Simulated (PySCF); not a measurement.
H₇NO₂Si₂, SMILES [Si@@H](O[SiH3])(N)O. Atoms are numbered in the order given.

```xyz
12

N     -2.1494     0.7001     0.5690
Si    -0.9596    -0.1152    -0.3562
O     -0.6079    -1.5800     0.3457
O      0.5203     0.6214    -0.4256
Si     2.0773     0.2709     0.0381
H     -1.9768     0.9479     1.5375
H     -2.7419     1.3882     0.1182
H     -1.4991    -0.2125    -1.7357
H     -1.3604    -2.0860     0.6641
H      2.1626     0.0712     1.5165
H      2.5838    -0.9529    -0.6504
H      2.9318     1.4331    -0.3399
```
Charge 0, spin multiplicity 1.

The structure is a stationary point at PBE0-D3(BJ)/def2-SVP. The structure was generated by enumeration; whether it is a known compound was not checked. The values are those of a single conformer.

Computed with PBE0/pcSseg-1 (PySCF).

GIAO shieldings, no solvent; atoms listed in one row are averaged. δ = σ(ref) − σ: ¹⁵N against NH3 (σ = 267.4 ppm); ²⁹Si against TMS (σ = 352.7 ppm); ¹⁷O against H2O (σ = 334.2 ppm); ¹H against TMS (σ = 31.56 ppm), references at their B3LYP-D3(BJ)/def2-TZVP geometries, non-relativistic.

```csv
nucleus,atoms,count,δ (ppm)
¹⁵N,N1,1,39.1
²⁹Si,Si5,1,-39.5
²⁹Si,Si2,1,-42.9
¹⁷O,O3,1,53.9
¹⁷O,O4,1,47.7
¹H,"H10, H11, H12",3,5.28
¹H,H8,1,4.79
¹H,H9,1,1.60
¹H,H7,1,1.26
¹H,H6,1,1.11
```
